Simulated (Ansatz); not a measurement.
One arrangement of a pair

The pair of Cu⁺ (SMILES [Cu+], atom 1) and AsH₃ (SMILES [AsH3], atoms 2–5), both closed shells, in one local arrangement (a lower one may exist), relaxed at PBE0-D4/def2-TZVP:

```
atom    x (Å)    y (Å)    z (Å)
 Cu1  -0.1082  -0.7590  -1.2202
 As2   0.0753   0.5301   0.8505
  H3  -1.2540   0.3662   0.0541
  H4   0.8876   0.8536  -0.4394
  H5   0.3993  -0.9908   0.7551
```

Program: Ansatz 0.2.0. Basis: def2-TZVPPD, with def2-QZVPPD for the basis limit. Cores are frozen in the correlated methods. The 3s and 3p shells of Cu and Zn are frozen; filled d shells are correlated. The def2 sets are not built for correlating such inner shells, so the correlated values are less sure here. B3LYP uses VWN-RPA correlation. Extrapolation: Hartree–Fock as exp(−7.88 √X), correlation as X^−2.97. Interaction energies count from these two fragments, frozen as in the pair, with the counterpoise correction; negative means bound.

(1) What is the interaction energy by CCSD(T) at an estimated basis limit (MP2 extrapolated from triple and quadruple zeta, plus CCSD(T) − MP2 in triple zeta)? (An estimate is asked for; the value comes from the calculation.)

T1 diagnostic: at most 0.019.

## Answers

(1) Computed: -34.20 kcal/mol. Hartree–Fock alone gives -12.31 kcal/mol at the basis limit. It counts from the two fragments frozen as in the pair.

The same quantity by other methods in triple zeta, and each one's difference from that estimate:
| method | E_int (kcal/mol) | difference |
| --- | --- | --- |
| PBE-D4 | -47.76 | -13.56 |
| revPBE-D4 | -43.14 | -8.95 |
| BLYP-D4 | -44.36 | -10.17 |
| r2SCAN-D4 | -46.40 | -12.21 |
| B97M-V | -44.04 | -9.84 |
| PBE0-D4 | -39.30 | -5.11 |
| B3LYP-D4 | -38.68 | -4.48 |
| HSE06-D4 | -39.14 | -4.95 |
| wB97X-V | -35.01 | -0.81 |
| wB97M-V | -36.07 | -1.87 |
| B2PLYP | -34.86 | -0.66 |
| HF | -12.14 | 22.06 |
| MP2 | -30.78 | 3.42 |
| CCSD | -26.16 | 8.04 |
| CCSD(T) | -29.18 | 5.02 |
Differences are method less estimate.

Energy to bend the free fragments (PBE0-D4 minima) into their shapes in the pair, CCSD(T)/def2-TZVPPD: AsH₃ 1.01 kcal/mol. This must be added to the interaction energy to get the binding energy from relaxed fragments.

Basis-set superposition shift (counterpoise-corrected less uncorrected): CCSD(T) 2.37; MP2 2.23; HF 0.56; PBE0-D4 0.63; wB97M-V 0.63 kcal/mol.

For scale, one of the runs: CCSD(T)/def2-TZVPPD, 172 basis functions, launched by `ansatz run in.yaml --threads 4 --pin off --events-out ev --progress --plain --max-ram 9574MiB`. Hardware: 4 CPU threads of an Arm Neoverse V1, shared host. Wall time 28 s; peak host memory 1.4 GiB.
